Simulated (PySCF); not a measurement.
Strontium: a sound run and one with changed settings

Sound run: Sr [Kr] 5s2, Sr+ [Kr] 5s1. Calculation: PySCF 2.14, in x2c-SVPall; scalar relativity by spin-free X2C-1e. In the sound run the correlated levels freeze [Kr]. The sound run starts from symmetry-adapted Hartree-Fock orbitals and uses a fine grid where one is needed.

Changed run: initial guess sap, at most 50 SCF cycles.

```tsv
species	method	sound run (hartree)	changed run (hartree)	converged
Sr	UHF	-3177.02417	-3177.02417	yes
Sr	B3LYP	-3178.98638	-3178.98638	yes
Sr	CCSD(T)	-3177.04837	-3177.04837	yes
Sr+	M06-L	-3178.60537	-3178.60537	yes
```

Here the plain start reaches the same solutions.
